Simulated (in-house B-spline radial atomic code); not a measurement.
Atomic self-consistent-field run: the europium ion Eu⁺ (an excited or competing configuration). Method: scalar-relativistic (X2C) BHandHLYP, spin-polarised, spherical fractional occupations, exact exchange averaged over the configuration, Fermi nucleus of rms radius 5.1115 fm. Calculated with a B-spline radial code for spherical atoms.

Command:
```bash
python run_scf.py task.json out
```
Settings (nuclear radius in fm, mass in u):
```
Z                63
configuration    [Xe] 4f6 6s2
hamiltonian      x2c
method           bhandhlyp
spin_polarised   True
nucleus          fermi
rms_radius       5.1115
atomic_mass      152.92124
speed_of_light   137.035999084
exact_exchange   averaged over the configuration
```

Output (hartree, bohr):
```
 radial grid: 81 intervals, B-splines of order 8, outer radius 60 bohr

 iter        energy (Eh)    residual
    1      -10814.218852    6.29e-01
    2      -10823.528224    8.62e-01
    3      -10842.163129    1.81e-01
    4      -10843.093575    5.26e-02
    5      -10843.207844    1.50e-02
    6      -10843.214307    2.31e-03
    7      -10843.214379    1.44e-03
    8      -10843.214432    4.82e-04
    9      -10843.214438    2.20e-05
   10      -10843.214438    1.36e-06
   11      -10843.214438    2.09e-07

 total energy                    -10843.21444
 kinetic                           11794.4730
 electron-nucleus                 -26587.0260
 Hartree                            4194.2637
 exact exchange                     -120.3993
 exchange-correlation               -124.5258

 orbital      occ     eigenvalue          <r>       <r^2>       <1/r>       r_max
 1s up      1.000     -1783.0093    0.0216091 0.000645801     75.1785     0.01336
 1s down    1.000     -1783.0093    0.0216091 0.000645801     75.1785     0.01336
 2s up      1.000      -295.4485    0.0944075   0.0105869     17.3397     0.08038
 2s down    1.000      -295.4464     0.094405   0.0105862     17.3401     0.08038
 2p up      3.000      -263.6113    0.0834872  0.00852574     15.3641     0.06469
 2p down    3.000      -263.6099    0.0834847  0.00852506     15.3644     0.06469
 3s up      1.000       -66.4556     0.248878   0.0709223      6.2236      0.2288
 3s down    1.000       -66.3499     0.248624   0.0707679     6.23098      0.2287
 3p up      3.000       -56.4049     0.247356   0.0710273     5.67292      0.2243
 3p down    3.000       -56.2909     0.247012   0.0708162     5.68077      0.2241
 3d up      5.000       -42.7383     0.226024   0.0600839     5.32819      0.1838
 3d down    5.000       -42.6268     0.225489   0.0597575     5.33765      0.1836
 4s up      1.000       -14.1981     0.565756    0.361231      2.5639      0.5277
 4s down    1.000       -13.9243     0.565451    0.360806     2.56382      0.5272
 4p up      3.000       -10.8347     0.598102    0.406812     2.31961      0.5502
 4p down    3.000       -10.5419     0.597972    0.406596     2.31819      0.5496
 4d up      5.000        -6.0585     0.652648     0.49392     2.02898      0.5737
 4d down    5.000        -5.7063     0.653642     0.49551     2.02344      0.5731
 5s up      1.000        -2.3530      1.35496     2.06119    0.986091       1.221
 5s down    1.000        -2.2462       1.3765     2.12795     0.96586       1.234
 5p up      3.000        -1.4556      1.56529     2.77414    0.835606       1.373
 5p down    3.000        -1.3746      1.60079      2.9031    0.812606       1.394
 4f up      6.000        -0.9052     0.855999    0.934715     1.50505      0.5871
 6s up      1.000        -0.4122      3.62659     14.7322    0.346728       3.201
 6s down    1.000        -0.4037      3.67997      15.172    0.342022       3.254
```

Time taken, with all properties: 0.66 s on 1 thread of Arm Neoverse N1, on a shared host.

One-electron X2C: radii and densities carry no picture-change correction, so inner-shell <1/r> comes out high (for 1s by about 2 % at Z = 33, 5 % at 54, 10 % at 75, 30 % at 118) and <r> low.
